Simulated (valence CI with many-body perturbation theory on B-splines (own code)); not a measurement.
# Ge18+: fill in the table

Level of theory: configuration interaction combined with many-body perturbation theory (CI+MBPT): four valence electrons over a frozen Dirac-Fock core [Ne], a basis of 11 s, 11 p, 9 d, 7 f, 5 g, 2 h, 1 i functions for each j, with the one-electron correlation potential Σ1 (screened to all orders), the two-electron term Σ2, the three-electron term Σ3, Breit, model QED; selected single and double excitations, second order for the rest (own B-spline code, finite nucleus).

No measured spectrum was set against this ion. As an estimate, levels of excited configurations hold to 0.05 to 0.15 % of their energy, terms of the ground configuration to about 0.5 %.

| Level | E (eV) |
| --- | --- |
| 3s2 3p2 3P_0 | 0.000 |
| 3s2 3p2 3P_1 | 4.224 |
| 3s2 3p2 3P_2 | 6.628 |
| 3s2 3p2 1D_2 | ? |
| 3s2 3p2 1S_0 | 20.861 |
| 3s 3p3 5S°_2 | 43.316 |
| 3s 3p3 3D°_1 | ? |
| 3s 3p3 3D°_2 | 55.331 |
| 3s 3p3 3D°_3 | 56.968 |
| 3s 3p3 3P°_0 | 63.488 |
| 3s 3p3 3P°_1 | ? |
| 3s 3p3 3P°_2 | ? |
| 3s 3p3 1D°_2 | 69.922 |
| 3s 3p3 3S°_1 | ? |
| 3s2 3p 3d 3F°_2 | 77.912 |
| 3s2 3p 3d 3F°_3 | 80.247 |
| 3s 3p3 1P°_1 | 83.663 |
| 3s2 3p 3d 3F°_4 | 84.266 |
| 3s2 3p 3d 3P°_2 | ? |
| 3s2 3p 3d 3D°_1 | 88.813 |

Names give the largest LS component (configuration and term), which can be under half, so a name can repeat, a term be missing and a line seem to break the LS rules; names also repeat where a configuration has a term twice.

Question: The levels stand in rising order. What does the calculation give for the missing energies?

Answer: 3s2 3p2 1D_2 13.485; 3s 3p3 3D°_1 55.093; 3s 3p3 3P°_1 63.996; 3s 3p3 3P°_2 64.220; 3s 3p3 3S°_1 76.641; 3s2 3p 3d 3P°_2 87.346.
